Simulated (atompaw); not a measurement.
**Logarithmic derivatives: sulfur (S), PAW (atompaw)**

- Element: S
- Generator: atompaw 4.2.0.5
- Type: PAW
- Functional: PBEsol
- Relativity: non-relativistic
- Frozen core: [Ne]
- Valence charge: 6
- Reference configuration: 3s2 3p2 (charge +2)
- Partial waves: 3s (bound): rc 1.45 bohr; 3s channel at -2.15 Ry: rc 1.45 bohr; 3p (bound): rc 1.45 bohr; 3p channel at -1.45 Ry: rc 1.45 bohr; 3d channel at 0.5 Ry: rc 1.35 bohr
- Local potential: ultrasoft scheme with l = 3 at 0.5 Ry, radius 1.40 bohr
- Core correction: smooth core density matched at 1.20 bohr
- Augmentation charge: besselshape compensation charge, radius 1.40 bohr; PAW radius 1.45 bohr; waves and projectors: custom rrkj vanderbiltortho

The phase is arctan(r·u′/u) with u = r·R(r), unwrapped; energies in Ry, scanned from -5 to 5 Ry. A pole is an energy at which the radial function vanishes at the test radius. The pseudo phase is shifted by a multiple of π to meet the all-electron one at the reference energy, and phase errors are pseudo minus all-electron; the curves can meet again beyond the range given. Levels narrower than the energy grid can be missing from the lists of poles.

For each channel, where are the poles, and over which energies does the pseudopotential scatter like the atom?

```json
{"channel": "s", "radius (bohr)": "1.46", "reference energy (Ry)": "-2.88", "poles, all-electron": "3.39", "poles, pseudo": "3.30", "unbroken range about the reference energy with phases within 0.05 rad": "the whole range", "phase error 1 Ry above the reference energy (rad)": "-0.000"}
{"channel": "p", "radius (bohr)": "1.46", "reference energy (Ry)": "-2.05", "poles, all-electron": "4.33", "poles, pseudo": "4.21", "unbroken range about the reference energy with phases within 0.05 rad": "the whole range", "phase error 1 Ry above the reference energy (rad)": "-0.000"}
{"channel": "d", "radius (bohr)": "1.46", "reference energy (Ry)": "0.50", "poles, all-electron": "4.25", "poles, pseudo": "4.34", "unbroken range about the reference energy with phases within 0.05 rad": "the whole range", "phase error 1 Ry above the reference energy (rad)": "+0.001"}
```

Phases in the d channel:

| E (Ry) | all-electron | pseudo |
| --- | --- | --- |
| -5.00 | 1.204 | 1.205 |
| -4.76 | 1.192 | 1.192 |
| -4.52 | 1.178 | 1.179 |
| -4.28 | 1.163 | 1.164 |
| -4.04 | 1.147 | 1.147 |
| -3.80 | 1.128 | 1.129 |
| -3.56 | 1.107 | 1.108 |
| -3.32 | 1.083 | 1.085 |
| -3.08 | 1.056 | 1.058 |
| -2.84 | 1.025 | 1.026 |
| -2.60 | 0.989 | 0.990 |
| -2.36 | 0.946 | 0.948 |
| -2.12 | 0.895 | 0.897 |
| -1.88 | 0.834 | 0.836 |
| -1.64 | 0.759 | 0.761 |
| -1.40 | 0.666 | 0.668 |
| -1.16 | 0.550 | 0.552 |
| -0.92 | 0.406 | 0.408 |
| -0.68 | 0.229 | 0.231 |
| -0.44 | 0.023 | 0.024 |
| -0.20 | -0.202 | -0.201 |
| 0.04 | -0.424 | -0.424 |
| 0.28 | -0.625 | -0.625 |
| 0.52 | -0.795 | -0.795 |
| 0.76 | -0.933 | -0.933 |
| 1.00 | -1.044 | -1.043 |
| 1.24 | -1.133 | -1.133 |
| 1.48 | -1.206 | -1.205 |
| 1.72 | -1.266 | -1.265 |
| 1.96 | -1.316 | -1.315 |
| 2.20 | -1.359 | -1.357 |
| 2.44 | -1.395 | -1.393 |
| 2.68 | -1.427 | -1.425 |
| 2.92 | -1.456 | -1.453 |
| 3.16 | -1.481 | -1.478 |
| 3.40 | -1.504 | -1.500 |
| 3.64 | -1.524 | -1.520 |
| 3.88 | -1.543 | -1.539 |
| 4.12 | -1.561 | -1.556 |
| 4.36 | -1.578 | -1.572 |
| 4.60 | -1.594 | -1.587 |
| 4.84 | -1.609 | -1.602 |
